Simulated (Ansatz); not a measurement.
```yaml
atoms:
  - { symbol: Sc, position_ang: [0.0000, 0.0000, 0.0000] }
  - { symbol: F, position_ang: [1.6764, 0.0000, 0.0000] }
  - { symbol: F, position_ang: [-0.8382, 1.4518, 0.0000] }
  - { symbol: F, position_ang: [-0.8382, -1.4518, 0.0000] }
```

Basis set: 6-31G* (spherical functions). Correlated methods keep 8 orbitals frozen. Charge 0, multiplicity 1.

Computed with Ansatz (development build ahead of 0.2.0); each method stands on the lowest determinant of its kind that the runs found. Restricted open shells among the atoms or ions are ROHF, correlated in semicanonical orbitals with singles.

**Question.** Give the atomization energy at this shape (free ground-state atoms in the same class of orbitals less the molecule, no zero-point energy) of singlet ScF3 by RHF-MP2, RHF.

**Answer.**

| method | atomization energy |
| --- | --- |
| RHF-MP2 | 1768.1 kJ/mol |
| RHF | 1257.7 kJ/mol |

Caution: no unrestricted run beside it, a lower state can exist; the shape is not the minimum.
